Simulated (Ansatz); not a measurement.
Total energies of InH2(CCH) (C₂H₃In) from Ansatz at PBE0-D4/def2-TZVP, gas phase (1 Eh = 27.2114 eV = 2625.5 kJ/mol). The reference geometry is relaxed at PBE-D4/def2-TZVP.

```json
{"state": "charge 0 singlet", "geometry": "reference", "energy (Eh)": "-267.97905"}
{"state": "charge 1 doublet", "geometry": "reference", "energy (Eh)": "-267.61919"}
{"state": "charge 1 doublet", "geometry": "relaxed at PBE-D4/def2-TZVP", "energy (Eh)": "-267.62103"}
{"state": "free In atom (doublet)", "geometry": "–", "energy (Eh)": "-190.11398"}
{"state": "free H atom (doublet)", "geometry": "–", "energy (Eh)": "-0.50104"}
{"state": "free C atom (triplet)", "geometry": "–", "energy (Eh)": "-37.80537"}
```

In the def2 sets In takes a core potential; there is no spin–orbit coupling.

(1) Work out the vertical ionisation energy to the doublet.

(2) How much does the charge 1 doublet relax, and what is the adiabatic ionisation energy?

(3) What is the binding energy per atom against free atoms?

(1) E(charge 1 doublet) − E(charge 0 singlet) = -267.61919 − (-267.97905) = 0.35986 Eh = 9.79 eV. For comparison, −ε of the highest occupied level is 7.72 eV at this level, 2.07 eV less.

(2) Relaxation: -267.61919 − (-267.62103) = 0.00184 Eh = 0.05 eV. Adiabatic ionisation energy: 0.35802 Eh = 9.74 eV, without zero-point energy. 

(3) Atoms: 1 × (-190.11398) + 3 × (-0.50104) + 2 × (-37.80537) = -267.22784 Eh. Binding: -267.22784 − (-267.97905) = 0.75121 Eh = 20.44 eV, or 3.41 eV for each of 6 atoms (no zero-point energy, no counterpoise term).
